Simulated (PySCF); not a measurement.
TeF₂, SMILES F[Te]F. Coordinates come from a B3LYP-D3(BJ)/def2-TZVP optimisation. The def2 effective core potentials stand for the cores of Te; spin–orbit coupling is left out.

Calculation: B3LYP-D3(BJ)/def2-TZVP run with PySCF.

Harmonic wavenumbers (cm⁻¹): 203, 615, 633. Rotational constants (GHz): 10.42, 6.714, 4.083; symmetry number 2.

Q: Work out the zero-point energy and the ideal-gas rigid-rotor harmonic-oscillator thermochemistry at 298.15 K and 1 atm.

A: ZPE = ½ Σ hcν = ½ × 1451 cm⁻¹ = 8.68 kJ/mol. H − E(el) = 20.83 kJ/mol. Entropy in J/(mol K): translation 172.47, rotation 96.89, vibration 12.23, total 281.60. G − E(el) = -63.13 kJ/mol. Cp = 49.15 J/(mol K).
